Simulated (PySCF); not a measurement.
Compound: C6H5FN2O.
Geometry (GFN2-xTB, Å), atoms numbered from 1 in this order:
```xyz
15
C6H5FN2O angstrom
C     -2.2766    1.5665    0.5931
C     -1.5614    0.7799    0.0457
C     -0.6633   -0.1612   -0.6072
C     -0.9789   -1.5926   -0.1566
F     -0.3020   -2.4861   -0.9425
C      0.7362    0.2096   -0.2497
N      1.3545   -0.0284    0.8687
C      2.5645    0.5516    0.6664
N      2.6823    1.1123   -0.4980
O      1.4905    0.8958   -1.1105
H     -2.9178    2.2514    1.0627
H     -0.7758   -0.0822   -1.6950
H     -0.6565   -1.7520    0.8761
H     -2.0468   -1.8043   -0.2705
H      3.3469    0.5478    1.3954
```

The closed-shell SCF was solved with PySCF and density fitting under several settings on one GFN2-xTB geometry (grid level 2 and gas phase unless stated).

```
                                              settings  basis functions  SCF cycles     E (Eh)  HOMO (eV)  LUMO (eV)  dipole (D)
                                         PBE0/pcSseg-1              195          14  -515.4665      -8.42      -1.04        2.50
PBE0/pcSseg-1, grid level 4, energy threshold 1e-07 Eh              195           9  -515.4665      -8.42      -1.04        2.50
```

Task: Estimate the rows for these settings: (1) X3LYP/IGLO-II, IEF-PCM dimethylsulfoxide, fitting basis def2-universal-jkfit, start guess vsap; (2) BLYP/6-31G, energy threshold 1e-11 Eh; (3) PBE0/3-21G, damping 0.3 at the start, DIIS from the seventh cycle.

Result: 
```csv
settings,basis functions,SCF cycles,E (Eh),HOMO (eV),LUMO (eV),dipole (D)
"X3LYP/IGLO-II, IEF-PCM dimethylsulfoxide, fitting basis def2-universal-jkfit, start guess vsap",250,13,-516.0360,-8.10,-1.13,2.94
"BLYP/6-31G, energy threshold 1e-11 Eh",100,14,-515.7757,-6.73,-1.78,2.50
"PBE0/3-21G, damping 0.3 at the start, DIIS from the seventh cycle",100,16,-512.6535,-8.35,-0.81,2.44
```

Task: Over all rows, what range does the HOMO–LUMO gap span?

Result: From 4.95 eV (BLYP/6-31G, energy threshold 1e-11 Eh) to 7.54 eV (PBE0/3-21G, damping 0.3 at the start, DIIS from the seventh cycle). The functional of the narrowest has no exact exchange, that of the widest 25 % exact exchange.

Task: Compare two rows with the functional PBE0: PBE0/3-21G, damping 0.3 at the start, DIIS from the seventh cycle and PBE0/pcSseg-1. Which energy is lower, and by how much?

Result: PBE0/pcSseg-1 (195 functions) lies 2.8130 Eh or 1765 kcal/mol below PBE0/3-21G, damping 0.3 at the start, DIIS from the seventh cycle (100 functions).

Cycle counts include a coarse-grid stage where the run had one. The species at its GFN2-xTB geometry (one conformer only).
